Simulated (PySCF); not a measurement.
**Mayer bond orders and bond lengths**

C7H9N3.
SMILES with atom numbers: `[CH2:1]=[CH:2][n:3]1[n:4][cH:5][c:6]([CH:7]2[CH2:8][CH2:9]2)[n:10]1` (hydrogens: H11, H12 on C1; H13 on C2; H14 on C5; H15 on C7; H16, H17 on C8; H18, H19 on C9)

Structure used (GFN2-xTB), in Å, numbered top down from 1:
```xyz
19
C7H9N3 angstrom
C      3.774   -0.167    0.395
C      2.962   -0.656   -0.529
N      1.586   -0.525   -0.471
N      0.803   -1.014   -1.414
C     -0.420   -0.700   -1.036
C     -0.339    0.005    0.184
C     -1.399    0.579    1.011
C     -2.585    1.230    0.348
C     -2.755   -0.074    1.051
N      0.945    0.093    0.505
H      4.839   -0.286    0.317
H      3.383    0.361    1.245
H      3.285   -1.195   -1.407
H     -1.273   -0.975   -1.620
H     -1.024    1.024    1.923
H     -2.991    2.122    0.802
H     -2.615    1.238   -0.731
H     -2.905   -0.961    0.455
H     -3.279   -0.088    1.995
```

Bond orders from the PBE0/pcSseg-1 density (PySCF). Isolated species at its GFN2-xTB geometry (one conformer only).

Task: Where do the orders between heavy atoms depart from those drawn in the SMILES?

Result: The largest departure is 0.303, at N10–N3 (drawn aromatic, 1.197) and N3–N4 (drawn aromatic, 1.199), counting aromatic bonds as 1.5. The bonds drawn aromatic range from 1.20 to 1.53.

Task: Set the Mayer orders of the bonds beside their lengths.

Result: 
| bond | drawn as | length (Å) | Mayer order |
| --- | --- | --- | --- |
| C1–C2 | double | 1.324 | 1.908 |
| C2–N3 | single | 1.384 | 0.943 |
| N3–N4 | aromatic | 1.319 | 1.199 |
| N4–C5 | aromatic | 1.318 | 1.534 |
| C5–C6 | aromatic | 1.412 | 1.263 |
| C6–C7 | single | 1.462 | 1.073 |
| C7–C8 | single | 1.507 | 0.930 |
| C8–C9 | single | 1.492 | 0.974 |
| C6–N10 | aromatic | 1.326 | 1.480 |
| N10–N3 | aromatic | 1.321 | 1.197 |
| C9–C7 | single | 1.506 | 0.935 |
| C1–H11 | single | 1.074 | 0.948 |
| C1–H12 | single | 1.075 | 0.937 |
| C2–H13 | single | 1.080 | 0.959 |
| C5–H14 | single | 1.070 | 0.994 |
| C7–H15 | single | 1.082 | 0.920 |
| C8–H16 | single | 1.079 | 0.956 |
| C8–H17 | single | 1.079 | 0.954 |
| C9–H18 | single | 1.079 | 0.953 |
| C9–H19 | single | 1.079 | 0.955 |

Bonds between the same two heavy elements. C–C: lowest C7–C8 (0.930, 1.507 Å), highest C1–C2 (1.908, 1.324 Å). C–N: lowest C2–N3 (0.943, 1.384 Å), highest N4–C5 (1.534, 1.318 Å). N–N: all 2 within 0.02 of one another (1.197 to 1.199).

Task: Sum the orders of all bonds at each heavy atom with more than one neighbour and set the sums beside the valence in the SMILES.

Result: C1 3.793 (drawn 4), C2 3.810 (drawn 4), N3 3.339 (drawn 3), N4 2.733 (drawn 3), C5 3.791 (drawn 4), C6 3.816 (drawn 4), C7 3.858 (drawn 4), C8 3.814 (drawn 4), C9 3.817 (drawn 4), N10 2.677 (drawn 3). Orders between atoms that aren't bonded are not in these sums.

Mayer orders depend on the basis set.
